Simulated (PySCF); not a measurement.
Compound: C2H8O3Si2.
Bonds: C1–O2, O2–C3, C3–O4 (double), C3–Si5, Si5–O6, O6–Si7. Hydrogens: H8, H9, H10 on C1; H11, H12 on Si5; H13, H14, H15 on Si7.

All values: CAM-B3LYP/def2-SVPD (PySCF, non-relativistic), on one gas-phase PBE0-D3(BJ)/def2-SVP geometry that isn't relaxed in the solvent. The solvent is an IEF-PCM continuum (cavity from Bondi-type radii × 1.2), and excitations are vertical TDDFT with non-equilibrium linear response and a frozen core. Only the electrostatic response of the medium enters.

Gas-phase singlets (H = HOMO, L = LUMO):

```tsv
state	E (eV)	λ (nm)	f	leading configuration
S1	5.181	239	0.004	H→L 89%
S2	7.061	176	0.022	H→L+1 82%
S3	7.394	168	0.002	H-1→L+1 77%
S4	7.524	165	0.015	H→L+2 30%
S5	7.531	165	0.043	H-1→L 62%
```

Problem. Give the list for acetonitrile (ε = 35.69), n² = 1.81.

Solution. 
| state | E (eV) | λ (nm) | f | leading configuration | change by rank (eV) |
| --- | --- | --- | --- | --- | --- |
| S1 | 5.254 | 236 | 0.005 | H→L 90% | +0.073 |
| S2 | 7.112 | 174 | 0.036 | H→L+1 82% | +0.051 |
| S3 | 7.414 | 167 | 0.003 | H-1→L+1 82% | +0.020 |
| S4 | 7.516 | 165 | 0.056 | H-1→L 45% | -0.008 |
| S5 | 7.577 | 164 | 0.077 | H-1→L 44% | +0.046 |

Problem. The ground-state energy changes by -0.166 eV from gas to acetonitrile. By how much does the total energy of gas-phase S1 change?

Solution. E(S1) = E(S0) + excitation energy, so it changes by -0.166 + 0.073 = -0.093 eV: it is lowered less than the ground state, which is what a blue shift means. This is the vertical state, with the slow part of the continuum still set for S0.

Problem. How do the frontier levels move from gas to acetonitrile?

Solution. 
```csv
orbital,gas (eV),solvent (eV),change (eV),"Löwdin shares, gas","Löwdin shares, solvent"
LUMO+2,1.09,1.18,+0.09,"Si5 18 %, O2 12 %, C1 11 %, C3 9 %","Si7 18 %, Si5 17 %, C3 9 %, O2 8 %"
LUMO+1,0.80,0.81,+0.01,"Si5 31 %, Si7 17 %, O6 11 %, C3 6 %","Si5 28 %, Si7 20 %, O6 13 %, H14 6 %"
LUMO,0.41,0.44,+0.03,"C3 33 %, O4 27 %, Si5 16 %, O2 13 %","C3 34 %, O4 27 %, Si5 15 %, O2 14 %"
HOMO,-9.34,-9.38,-0.04,"O4 45 %, C3 14 %, Si5 11 %, O2 7 %","O4 44 %, C3 15 %, Si5 12 %, O2 7 %"
HOMO-1,-10.05,-10.09,-0.04,"O6 33 %, Si7 19 %, H14 12 %, H15 12 %","O6 33 %, Si7 16 %, Si5 12 %, H14 11 %"
HOMO-2,-10.51,-10.53,-0.02,"Si7 27 %, H13 22 %, O6 21 %, O4 11 %","O2 44 %, O4 22 %, C1 13 %, C3 6 %"
HOMO-3,-10.62,-10.63,-0.01,"O2 44 %, O4 25 %, C1 11 %, C3 7 %","Si7 27 %, H13 22 %, O6 22 %, O4 10 %"
```

The HOMO–LUMO gap goes from 9.75 to 9.83 eV. Rows go by rank; for HOMO-3 and HOMO-2 the atom shares or the degeneracy differ between the runs, so the row needn't follow one orbital.

Shape of the structure used: `[CH3:1][O:2][C:3](=[O:4])[SiH2:5][O:6][SiH3:7]`: C1–O2–C3–O4 0°, O2–C3–Si5–O6 179°, C3–Si5–O6–Si7 1°.
